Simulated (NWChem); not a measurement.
C2H4BF2N; SMILES C=C(F)B(N)F

```xyz
10

C     -1.1806    -1.5379     0.2071
C     -0.0847    -0.8031     0.0067
F      1.0987    -1.4470    -0.1914
B      0.0375     0.7646    -0.0005
N     -1.0673     1.6055    -0.1814
F      1.2499     1.3117     0.1838
H     -1.1474    -2.6232     0.2105
H     -2.1379    -1.0615     0.3892
H     -1.9972     1.2752    -0.3903
H     -0.9796     2.6121    -0.1513
```
Atoms are numbered in this order, from 1.

All runs: NWChem. Medium grid unless said otherwise, to which SCAN and Minnesota functionals are sensitive. Structure relaxed at the B3LYP/6-31G* (spherical d) level.

### Question
Among these, which level gives the highest value of “orbital gap (eV)”?
(A) B3LYP/def2-SVP
(B) M06-2X/def2-SVP
(C) BLYP/def2-SVP
(D) PBE0/def2-SVP

### Answer
B, M06-2X/def2-SVP. Values: BLYP/def2-SVP 4.60; B3LYP/def2-SVP 6.38; PBE0/def2-SVP 6.84; M06-2X/def2-SVP 9.08
